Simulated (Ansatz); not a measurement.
`[CH3][Al]([F])[C]#N` at its PBE0-D4/def2-TZVP geometry, where that method's forces vanish. Charge 0, multiplicity 1.

```xyz
8

C     0.0836    0.7466   -1.0717
Al   -0.5100   -0.1217    0.5372
F    -1.9760    0.1654    1.2180
C     0.5650   -1.4092    1.4956
N     1.2493   -2.1706    2.0271
H    -0.5948    0.5322   -1.9026
H     0.0961    1.8331   -0.9458
H     1.0868    0.4240   -1.3579
```

(1) What forces (eV/Å) does r2SCAN-D4/def2-TZVPP give on these atoms in the Gaussian-basis code of Ansatz? (An estimate is asked.)

Results:

(1) Computed: 
```
C1  -0.005 -0.032  0.047
Al2  0.057 -0.019 -0.016
F3  -0.050  0.016  0.015
C4  -0.305  0.343 -0.242
N5   0.303 -0.337  0.235
H6   0.024  0.023  0.002
H7   0.002 -0.018 -0.028
H8  -0.026  0.025 -0.015
```
